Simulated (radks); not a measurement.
Task: These are the eigenvalues of the occupied orbitals of an atom or ion with whole-number occupations (hartree). Method: Dirac Kohn-Sham, exchange-only PBE, spin-unpolarised, spherical densities, finite nucleus; Fermi nuclear charge, rms radius of each element as measured or else 0.836 A^(1/3) + 0.57 fm; computed with a radial shooting solver on a logarithmic mesh with Libxc functionals.

orbital  eigenvalue
1s1/2     -2156.784
2s1/2     -527.5229

Which element is it, and in what charge state? The configuration may be excited. Open shells, if any, fill j = l - 1/2 first.

Result: Z = 65, terbium, charge +61: Tb61+ in [He] 2s2. The 1s level, -2156.8 hartree, gives Z - s = 65.7 by -(Z - s)^2/2, which with screening and relativity narrows Z to a few neighbours, and the depths must fix Z and the occupations together.
